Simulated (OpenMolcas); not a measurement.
# Cl³⁺: the spin-orbit constant, worked from levels

```json
{
  "Program": "OpenMolcas 26.06",
  "Basis": "ANO-RCC-VTZP [5s4p2d1f]",
  "Scalar Hamiltonian": "DKH2, point nucleus",
  "Active space": "2 electrons in 3 orbitals (3p)",
  "State averaging": "2S+1 = 3 even, 3 roots; 2S+1 = 1 even, 6 roots",
  "Spin-orbit coupling": "RASSI with atomic mean-field integrals over the reference wave functions, term energies averaged over their components"
}
```

Methods: CASSCF; SS-CASPT2, IPEA 0.25 Eh, imaginary shift 0.1 Eh (closed shells correlated: 2s 2p 3s). Measured levels: Moore, Atomic Energy Levels, vol. I, NSRDS-NBS 35 (1971 reprint of NBS Circular 467, 1949).

**The spin-orbit constant.** For the Hund term ³P of p2, E(J) = (A/2) J(J+1) + constant and ζ = 2S·A = 2A. From J = 0 to J = 2 the energy changes by 3 A.

```csv
Source,E(2) - E(0),A,ζ
CASSCF,1271.4,423.8,848
SS-CASPT2,1273.7,424.6,849
measured,1341.0,447.0,894
```

All in cm-1. SS-CASPT2 is off by -5.0 % and CASSCF by -5.2 %. Both methods take the spin-orbit matrix elements from the reference wave functions, so the second can move ζ only through the term energies and any multistate remixing. Second-order mixing with other terms is absorbed into this ζ.

With the s shell closed, the reference lacks s² → p² mixing. Measured partners are found by configuration, term and J. A level has none where our copy of the source lacks it or the pairing is in doubt (some pairs that miss far off the trend of their configuration count as doubtful), and it then counts in no deviation. Only configurations of the active space appear.
